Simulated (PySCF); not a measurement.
# SMILES [H]/N=C/C(=C/C)[SiH2]Cl, C4H8ClNSi

Geometry:
```json
{"atom": "C1", "x (Å)": "-2.092", "y (Å)": "-0.399", "z (Å)": "0.837"}
{"atom": "C2", "x (Å)": "-0.695", "y (Å)": "-0.857", "z (Å)": "0.632"}
{"atom": "C3", "x (Å)": "0.277", "y (Å)": "-0.219", "z (Å)": "-0.030"}
{"atom": "C4", "x (Å)": "1.595", "y (Å)": "-0.814", "z (Å)": "-0.117"}
{"atom": "N5", "x (Å)": "2.476", "y (Å)": "-0.182", "z (Å)": "-0.763"}
{"atom": "Si6", "x (Å)": "0.233", "y (Å)": "1.459", "z (Å)": "-0.913"}
{"atom": "Cl7", "x (Å)": "1.178", "y (Å)": "2.793", "z (Å)": "0.262"}
{"atom": "H8", "x (Å)": "-2.777", "y (Å)": "-1.063", "z (Å)": "0.308"}
{"atom": "H9", "x (Å)": "-2.241", "y (Å)": "0.615", "z (Å)": "0.484"}
{"atom": "H10", "x (Å)": "-2.346", "y (Å)": "-0.451", "z (Å)": "1.896"}
{"atom": "H11", "x (Å)": "-0.473", "y (Å)": "-1.824", "z (Å)": "1.079"}
{"atom": "H12", "x (Å)": "1.756", "y (Å)": "-1.777", "z (Å)": "0.391"}
{"atom": "H13", "x (Å)": "3.399", "y (Å)": "-0.605", "z (Å)": "-0.806"}
{"atom": "H14", "x (Å)": "0.856", "y (Å)": "1.401", "z (Å)": "-2.225"}
{"atom": "H15", "x (Å)": "-1.150", "y (Å)": "1.931", "z (Å)": "-1.056"}
```

Level of theory: GIAO PBE0/pcSseg-1 magnetisability, rotational g tensor and spin-rotation constants, non-relativistic, gas phase in PySCF 2.14.0. Geometry: GFN2-xTB.

Problem. What are the magnetisability and the molar susceptibility?

Solution. Isotropic -1208 × 10⁻³⁰ J/T², or -72.8 × 10⁻⁶ cm³/mol; principal values -1455, -1099, -1071 × 10⁻³⁰ J/T², anisotropy 371 × 10⁻³⁰ J/T² (root of half the summed squared differences of the principal values). The susceptibility is in cgs units.

Problem. Split it along the inertial axes a, b, c into diamagnetic and paramagnetic parts about the centre of mass, with the quadrupole moment.

Solution. 
| axis | χ (10⁻⁶ cm³/mol) | diamagnetic (10⁻⁶ cm³/mol) | paramagnetic (10⁻⁶ cm³/mol) | summed x² of all electrons (Å²) | quadrupole Θ (D Å) |
| --- | --- | --- | --- | --- | --- |
| a | -69.3 | -679.1 | 609.8 | 191.8 | -0.49 |
| b | -67.5 | -972.8 | 905.2 | 122.6 | +5.02 |
| c | -81.6 | -1333.7 | 1252.2 | 37.5 | -4.54 |

Anisotropies 2χaa − χbb − χcc = +10.6 and 2χbb − χaa − χcc = +15.7 × 10⁻⁶ cm³/mol. Θ is traceless in Buckingham's convention.

Problem. And the rotational g tensor?

Solution. 
```
axis  rotational constant (GHz)        g  nuclear part  electronic part
   a                     2.1354  -0.0280        0.5838          -0.6118
   b                     1.3627  -0.0210        0.5585          -0.5795
   c                     0.9666  -0.0060        0.5626          -0.5686
```
Asymmetric top; isotopes 12C, 35Cl, 1H, 14N, 28Si; no vibrational averaging.
